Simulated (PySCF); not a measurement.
Gas-phase reaction: 2 GeF4 + C2F4 → 2 GeF2 + 2 CF4, at 1000 K and a standard pressure of 1 bar. Level: HF/6-31G*.

Energies from PySCF, thermal terms from the rigid-rotor harmonic-oscillator model, ideal gas at 1 bar. 6-31G* has spherical d functions here. All species are closed-shell singlets. Ge: all electrons, no relativistic terms. The harmonic model lacks anharmonicity and excited electronic states, which grow with temperature; levels with a mode under 35 cm⁻¹ are left out.

```json
[
 {"species": "GeF4", "E (Ha)": "-2472.43629", "H(1000 K) − E (kJ/mol)": "112.5", "S°(1000 K) (J/mol/K)": "412.6"},
 {"species": "C2F4", "E (Ha)": "-473.41070", "H(1000 K) − E (kJ/mol)": "150.6", "S°(1000 K) (J/mol/K)": "413.6"},
 {"species": "GeF2", "E (Ha)": "-2273.49000", "H(1000 K) − E (kJ/mol)": "59.9", "S°(1000 K) (J/mol/K)": "333.2"},
 {"species": "CF4", "E (Ha)": "-435.64047", "H(1000 K) − E (kJ/mol)": "120.8", "S°(1000 K) (J/mol/K)": "354.5"}
]
```
E: electronic energy; H − E holds the zero-point and thermal terms. 1 Ha = 2625.5 kJ/mol.

**Question.** Work out ΔH°, ΔS°, ΔG° and log10 K from these numbers.

**Answer.** 1. ΔE = 2×(-2273.49000) + 2×(-435.64047) − 2×(-2472.43629) − 1×(-473.41070) = 0.02234 Ha = 58.7 kJ.
2. Δ(H − E) = 2×(59.9) + 2×(120.8) − 2×(112.5) − 1×(150.6) = -14.2 kJ, so ΔH° = 44.5 kJ.
3. ΔS° = 2×(333.2) + 2×(354.5) − 2×(412.6) − 1×(413.6) = 136.6 J/K; the number of gas molecules changes by +1.
4. ΔG° = ΔH° − TΔS° = 44.5 − 1000×(136.6)/1000 = -92.1 kJ.
5. log10 K = −ΔG°/(RT ln 10) = 4.81, with RT ln 10 = 19.14 kJ/mol; at standard pressures the products are favoured.
6. A shift of 10 kJ in ΔE would move log10 K by 0.52 here.
7. Lowering the total pressure from 1 bar to 0.01 bar multiplies the mole-fraction quotient K_x = K (p/p°)^(−Δn) by 10^2, which pushes the balance towards the products.
For scale, ΔH°(298 K) is 60 kJ at this level, 112 kJ at ωB97M-V/def2-TZVP†, and runs from -230 to 212 kJ over the 20 levels computed († marks an energy on the PBE0/def2-TZVP geometry).
